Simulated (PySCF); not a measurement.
**Core-level binding energies of nitrosyl bromide**

Compound: nitrosyl bromide, BrNO.
Z-matrix (Å and degrees, PBE0-D3(BJ)/def2-SVP geometry), rows numbered from 1:
```
O 
N   1  1.1292
Br  2  2.1325  1  114.96
```

Computed, not measured: PySCF, delta-SCF UKS SCAN, pcX-2 on the ionised atom, pcseg-1 elsewhere, spin-free X2C. Binding energies are ΔSCF values: E(core-ionised, relaxed orbitals) − E(ground state) at a fixed geometry, referred to the vacuum level.

Give the core binding energies atom by atom.

```csv
atom(s),bonded to,level,binding energy (eV),count
O1,N (double bond),O 1s,542.48,1
```

What is the longest wavelength that can ionise O 1s of O1 vertically?

λ = hc/E = 12398.42 eV Å / 542.48 eV = 22.855 Å.

Give the binding energy of O 1s of O1 in hartree and in kJ/mol.

542.48 eV = 19.9358 Eh = 52341 kJ/mol.

Not every level is listed. No level of bromine or nitrogen is listed. Geometry: PBE0-D3(BJ)/def2-SVP; no solvent, vibrations or thermal averaging.

Hardware: Arm Neoverse V1, one thread, shared host with 32 logical CPUs at a one-minute load of 11. Cost: 4.0 s wall, 0.30 GiB resident at most.
